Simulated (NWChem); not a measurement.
The numbers come from NWChem runs, not from measurements. System: boron monoxide dimer (B2O2), charge 0, spin multiplicity 1, at a geometry optimised with B3LYP/def2-SVP. Level: BHandHLYP/def2-TZVP.

Job file:

```
start mol
memory heap 200 mb stack 900 mb global 1100 mb
geometry units angstroms nocenter noautoz
  O      0.000000     0.000000    -2.025303
  B      0.000000     0.000000    -0.824590
  B      0.000000     0.000000     0.824590
  O      0.000000     0.000000     2.025303
  symmetry group D2h
end
basis spherical
  * library def2-tzvp
end
dft
  xc bhlyp
  semidirect memsize 60000000 filesize 0
  iterations 100
end
task dft energy
```

Output (cleaned and shortened):

```
             Northwest Computational Chemistry Package (NWChem) 7.3.0
             --------------------------------------------------------

                                NWChem Input Module
                                -------------------

 Scaling coordinates for geometry "geometry" by  1.889725989
 (inverse scale =  0.529177249)

 Turning off AUTOSYM since
 SYMMETRY directive was detected!

                             Geometry "geometry" -> ""
                             -------------------------

 Output coordinates in angstroms (scale by  1.889725989 to convert to a.u.)

  No.       Tag          Charge          X              Y              Z
 ---- ---------------- ---------- -------------- -------------- --------------
    1 O                    8.0000     0.00000000     0.00000000    -2.02530300
    2 B                    5.0000     0.00000000     0.00000000    -0.82459000
    3 B                    5.0000     0.00000000     0.00000000     0.82459000
    4 O                    8.0000     0.00000000     0.00000000     2.02530300

 Effective nuclear repulsion energy (a.u.)      66.4950701259

            Nuclear Dipole moment (a.u.)
            ----------------------------
        X                 Y               Z
 ---------------- ---------------- ----------------
     0.0000000000     0.0000000000    -0.0000000000

      Symmetry information
      --------------------

 Group name             D2h
 Group number             26
 Group order               8
 No. of unique centers     2

      Symmetry unique atoms

     1    2


 Summary of "ao basis" -> "" (spherical)
 ------------------------------------------------------------------------------
       Tag                 Description            Shells   Functions and Types
 ---------------- ------------------------------  ------  ---------------------
 *                         def2-tzvp                  on all atoms

                                 NWChem DFT Module
                                 -----------------

 Summary of "ao basis" -> "ao basis" (spherical)
 ------------------------------------------------------------------------------
       Tag                 Description            Shells   Functions and Types
 ---------------- ------------------------------  ------  ---------------------
 O                         def2-tzvp                11       31   5s3p2d1f
 B                         def2-tzvp                11       31   5s3p2d1f

 Summary of "ao basis" -> "ao basis" (spherical)
 ------------------------------------------------------------------------------
       Tag                 Description            Shells   Functions and Types
 ---------------- ------------------------------  ------  ---------------------
 O                         def2-tzvp                11       31   5s3p2d1f
 B                         def2-tzvp                11       31   5s3p2d1f

      Symmetry analysis of basis
      --------------------------

        ag         28
        au          6
        b1g         6
        b1u        28
        b2g        14
        b2u        14
        b3g        14
        b3u        14

            General Information
            -------------------
          SCF calculation type: DFT
          Wavefunction type:  closed shell.
          No. of atoms     :     4
          No. of electrons :    26
           Alpha electrons :    13
            Beta electrons :    13
          Charge           :     0
          Spin multiplicity:     1
          Use of symmetry is: on ; symmetry adaption is: on
[...]
 !! scf_movecs_sym_adapt:   56 vectors were symmetry contaminated

 d= 0,ls=0.0,diis     7   -200.2178104193 -7.60D-08  2.45D-06  4.83D-08     1.5

         Total DFT energy =     -200.217810419345
      One electron energy =     -404.703465815327
           Coulomb energy =      163.205641681622
    Exchange-Corr. energy =      -25.215056411557
 Nuclear repulsion energy =       66.495070125916

 Numeric. integr. density =       26.000001634176

     Total iterative time =      1.3s

                  Occupations of the irreducible representations
                  ----------------------------------------------

                     irrep           alpha         beta
                     --------     --------     --------
                     ag                5.0          5.0
                     au                0.0          0.0
                     b1g               0.0          0.0
                     b1u               4.0          4.0
                     b2g               1.0          1.0
                     b2u               1.0          1.0
                     b3g               1.0          1.0
                     b3u               1.0          1.0

                       DFT Final Molecular Orbital Analysis
                       ------------------------------------

 Vector   11  Occ=2.000000D+00  E=-4.770620D-01  Symmetry=b3u
              MO Center= -1.5D-16, -9.5D-32,  1.4D-17, r^2= 3.8D+00
   Bfn.  Coefficient  Atom+Function         Bfn.  Coefficient  Atom+Function
  ----- ------------  ---------------      ----- ------------  ---------------
     6      0.279243  1 O  px                99      0.279243  4 O  px
     9      0.233166  1 O  px               102      0.233166  4 O  px
    37      0.168356  2 B  px                68      0.168356  3 B  px
    12      0.132256  1 O  px               105      0.132256  4 O  px
    40      0.119683  2 B  px                71      0.119683  3 B  px

 Vector   12  Occ=2.000000D+00  E=-4.553725D-01  Symmetry=b3g
              MO Center=  1.1D-31, -2.4D-17,  1.1D-16, r^2= 4.1D+00
   Bfn.  Coefficient  Atom+Function         Bfn.  Coefficient  Atom+Function
  ----- ------------  ---------------      ----- ------------  ---------------
     7      0.300755  1 O  py               100     -0.300755  4 O  py
    10      0.251790  1 O  py               103     -0.251790  4 O  py
    38      0.143092  2 B  py                69     -0.143092  3 B  py
    13      0.142168  1 O  py               106     -0.142168  4 O  py
    41      0.097411  2 B  py                72     -0.097411  3 B  py

 Vector   13  Occ=2.000000D+00  E=-4.553725D-01  Symmetry=b2g
              MO Center= -1.5D-18,  2.7D-31, -3.6D-17, r^2= 4.1D+00
   Bfn.  Coefficient  Atom+Function         Bfn.  Coefficient  Atom+Function
  ----- ------------  ---------------      ----- ------------  ---------------
     6      0.300755  1 O  px                99     -0.300755  4 O  px
     9      0.251790  1 O  px               102     -0.251790  4 O  px
    37      0.143092  2 B  px                68     -0.143092  3 B  px
    12      0.142168  1 O  px               105     -0.142168  4 O  px
    40      0.097411  2 B  px                71     -0.097411  3 B  px

 Vector   14  Occ=0.000000D+00  E=-5.531158D-02  Symmetry=b2u
              MO Center=  4.0D-31,  1.3D-15, -1.1D-16, r^2= 3.1D+00
   Bfn.  Coefficient  Atom+Function         Bfn.  Coefficient  Atom+Function
  ----- ------------  ---------------      ----- ------------  ---------------
    41      0.258137  2 B  py                72      0.258137  3 B  py
    13     -0.229597  1 O  py               106     -0.229597  4 O  py
    44      0.225139  2 B  py                75      0.225139  3 B  py
    38      0.203965  2 B  py                69      0.203965  3 B  py
     7     -0.193377  1 O  py               100     -0.193377  4 O  py

 Vector   15  Occ=0.000000D+00  E=-5.531158D-02  Symmetry=b3u
              MO Center= -8.6D-16, -2.8D-31,  8.6D-17, r^2= 3.1D+00
   Bfn.  Coefficient  Atom+Function         Bfn.  Coefficient  Atom+Function
  ----- ------------  ---------------      ----- ------------  ---------------
    40      0.258137  2 B  px                71      0.258137  3 B  px
    12     -0.229597  1 O  px               105     -0.229597  4 O  px
    43      0.225139  2 B  px                74      0.225139  3 B  px
    37      0.203965  2 B  px                68      0.203965  3 B  px
     6     -0.193377  1 O  px                99     -0.193377  4 O  px

 Vector   16  Occ=0.000000D+00  E= 4.476337D-02  Symmetry=ag
              MO Center= -3.9D-31,  2.6D-31, -1.3D-16, r^2= 7.2D+00
   Bfn.  Coefficient  Atom+Function         Bfn.  Coefficient  Atom+Function
  ----- ------------  ---------------      ----- ------------  ---------------
    36      1.250136  2 B  s                 67      1.250136  3 B  s
    35     -0.965685  2 B  s                 66     -0.965685  3 B  s
     5     -0.189526  1 O  s                 98     -0.189526  4 O  s
    45     -0.183384  2 B  pz                76      0.183384  3 B  pz
    14      0.122869  1 O  pz               107     -0.122869  4 O  pz

 center of mass
 --------------
 x =   0.00000000 y =   0.00000000 z =  -0.00000000

 moments of inertia (a.u.)
 ------------------
         522.050485765035           0.000000000000           0.000000000000
           0.000000000000         522.050485765035           0.000000000000
           0.000000000000           0.000000000000           0.000000000000

     Multipole analysis of the density
     ---------------------------------

     L   x y z        total         alpha         beta         nuclear
     -   - - -        -----         -----         ----         -------
     0   0 0 0     -0.000000    -13.000000    -13.000000     26.000000

     1   1 0 0      0.000000      0.000000      0.000000      0.000000
     1   0 1 0     -0.000000     -0.000000     -0.000000      0.000000
     1   0 0 1      0.000000      0.000000      0.000000     -0.000000

     2   2 0 0    -14.763633     -7.381816     -7.381816      0.000000
     2   1 1 0      0.000000      0.000000      0.000000      0.000000
     2   1 0 1     -0.000000     -0.000000     -0.000000      0.000000
     2   0 2 0    -14.763633     -7.381816     -7.381816      0.000000
     2   0 1 1     -0.000000     -0.000000     -0.000000      0.000000
     2   0 0 2    -26.041310   -142.345182   -142.345182    258.649055

 Task  times  cpu:        1.5s     wall:        1.5s

 Total times  cpu:        1.6s     wall:        1.6s
```
